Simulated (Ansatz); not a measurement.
C6H10 (SMILES C/C=C/C1CC1), singlet, at a GFN2-xTB geometry; MP2/def2-SV(P) (Ansatz, a program for electronic structure).

The Ansatz input:
Ansatz 0.2 input:
```yaml
crystal:
  periodic: [false, false, false]
  atoms:
    - {symbol: C, position_ang: [2.88923712, -0.17105617, 0.03065330]}
    - {symbol: C, position_ang: [1.48701632, -0.50667298, -0.35383522]}
    - {symbol: C, position_ang: [0.40970391, 0.10408335, 0.11765759]}
    - {symbol: C, position_ang: [-0.97059213, -0.22886321, -0.26309472]}
    - {symbol: C, position_ang: [-2.06995554, -0.11923787, 0.76155251]}
    - {symbol: C, position_ang: [-1.99965215, 0.86787442, -0.35648438]}
    - {symbol: H, position_ang: [3.46289041, 0.12190303, -0.84881320]}
    - {symbol: H, position_ang: [3.38009142, -1.04065691, 0.46794167]}
    - {symbol: H, position_ang: [2.91206646, 0.64311741, 0.75092087]}
    - {symbol: H, position_ang: [1.37962192, -1.31104942, -1.07077047]}
    - {symbol: H, position_ang: [0.51559926, 0.90867120, 0.83468522]}
    - {symbol: H, position_ang: [-1.05106996, -1.03629602, -0.98103589]}
    - {symbol: H, position_ang: [-2.85336085, -0.86147238, 0.74888017]}
    - {symbol: H, position_ang: [-1.80221055, 0.21362202, 1.75298244]}
    - {symbol: H, position_ang: [-1.68390620, 1.87470375, -0.12841513]}
    - {symbol: H, position_ang: [-2.73426717, 0.81069213, -1.14507014]}
basis:
  gaussian:
    orbitals: def2-SV_P_.json
magnetization: {spin_polarized: false}
correlation: {method: mp2}
```
The basis file holds def2-SV(P) in the JSON format of the Basis Set Exchange.

It wrote (shortened):

```
Functional definition: HF
1198 factors; integrals over basis functions are off by at most 9.0e-4 eV
mean field evaluation 1: about -6329.3219 eV, gradient 3.3e1 eV
mean field evaluation 2: about -6330.6900 eV, gradient 3.4e1 eV
mean field evaluation 4: about -6334.3190 eV, gradient 3.6e0 eV
mean field evaluation 8: about -6334.3914 eV, gradient 1.8e-1 eV
mean field evaluation 16: about -6334.3916 eV, gradient 1.7e-6 eV
mean field -6334.39156607 eV, -232.7845964483 hartree, gradient 1.7e-6 eV, S^2 0.000000; 0 other end points of the search recorded, 0 dependent functions left out
6 core orbitals not correlated
reference -6334.39156607 eV, -232.7845964483 hartree; 17, 17 occupied and 81, 81 virtual orbitals, 1198 factors
second order -20.53975589 eV of doubles, -0.00000000 eV of singles
Total energy: -6354.93132196 eV, -233.5394185547 hartree
```
